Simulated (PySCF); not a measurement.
A PySCF script (with the pyscf-properties extension) for the NMR shieldings of `C[C@@H]1[C@H](C#N)CN[Si@H]1P`, C5H11N2PSi, on a GFN2-xTB geometry:

```python
import basis_set_exchange as bse
import numpy as np
from pyscf import gto, dft
from pyscf.prop import nmr

atoms = """
C    -1.059995    1.355751    1.335695
C    -0.599531    0.664712    0.063529
C    -1.297545   -0.682652   -0.171177
C    -1.249213   -1.489135    1.022630
N    -1.207866   -2.149949    1.955116
C    -0.543052   -1.421371   -1.286652
N     0.859804   -1.124232   -1.122469
Si    1.230297    0.137787   -0.026144
P     2.554892    1.664448   -0.993760
H    -2.133395    1.545896    1.312537
H    -0.843558    0.744640    2.209277
H    -0.548788    2.309670    1.448422
H    -0.836722    1.308872   -0.789665
H    -2.352357   -0.550566   -0.440730
H    -0.723577   -2.501072   -1.223159
H    -0.900869   -1.072378   -2.265010
H     1.487886   -1.671737   -1.683143
H     1.704514   -0.350423    1.283054
H     2.756552    2.379468    0.171064
H     3.697376    0.912950   -0.802450
"""
names = dict.fromkeys(["C", "N", "Si", "P", "H"], "pcSseg-1")
basis = {el: gto.basis.parse(bse.get_basis(n, elements=[el], fmt="nwchem")) for el, n in names.items()}
mol = gto.M(atom=atoms, basis=basis, charge=0, verbose=0)
mf = dft.RKS(mol, xc="PBE0")
mf.grids.level = 2
mf.grids.alignment = dft.numint.BLKSIZE   # the property module wants whole blocks of grid points
mf.conv_tol = 1e-9
mf.kernel()

calc = nmr.RKS(mf)   # GIAO
C = mf.mo_coeff
Co = C[:, mf.mo_occ > 0]
resp = mf.gen_response(singlet=True, hermi=2)
def vind(x):   # induced exchange potential for any number of trial vectors
    d = np.einsum("pi,xij,qj->xpq", C, 2 * x.reshape(-1, C.shape[1], Co.shape[1]), Co, optimize=True)
    return np.einsum("xpq,pi,qj->xij", resp(d - d.transpose(0, 2, 1)), C, Co, optimize=True).ravel()
mo1, _ = nmr.rhf.solve_mo1(calc, with_cphf=vind)
sigma = calc.kernel(mo1)
for i, s in enumerate(sigma):   # ppm
    print("%2d %-2s %9.2f" % (i, mol.atom_pure_symbol(i), np.trace(s) / 3))
```

**Question.** What are the results?

**Answer.** 
```
 0 C     172.44
 1 C     158.51
 2 C     150.70
 3 C      60.58
 4 N     -35.76
 5 C     132.30
 6 N     238.49
 7 Si    350.75
 8 P     618.59
 9 H      30.39
10 H      30.03
11 H      30.46
12 H      30.40
13 H      28.86
14 H      27.94
15 H      28.02
16 H      31.50
17 H      25.85
18 H      30.79
19 H      30.50
```

These numbers come from an equivalent density-fitted implementation of the same equations, which agrees with the script to about 0.01 ppm for H and up to a few tenths of a ppm for heavy atoms, so last digits may differ.

**Question.** Turn these shieldings into chemical shifts. Shifts are taken against calculated references (same method and geometry level): 13C (σref 186.93), 29Si (σref 349.16), 1H (σref 31.72) vs TMS; 15N (σref 267.73) vs NH3; 31P (σref 318.38) against H3PO4.

**Answer.** Averaging equivalent atoms: C 3: 126.3; C 5: 54.6; C 2: 36.2; C 1: 28.4; C 0: 14.5; N 4: 303.5; N 6: 29.2; Si 7: -1.6; P 8: -300.2; H 17: 5.86; H 14: 3.78; H 15: 3.70; H 13: 2.86; H 9/10/11: 1.42; H 12: 1.32; H 18/19: 1.07; H 16: 0.21 ppm. Experimental scales use liquid or dissolved standards, which lie at an offset from isolated NH3 (liquid NH3: subtract about 20 ppm) and H3PO4. Unscaled 15N shifts of sp2 nitrogen come out 20 to 40 ppm too high even then.

Size and cost of the density-fitted run: 222 basis functions, 100 s wall time on 1 thread of an Arm Neoverse N1, shared host; peak memory 1 GiB.
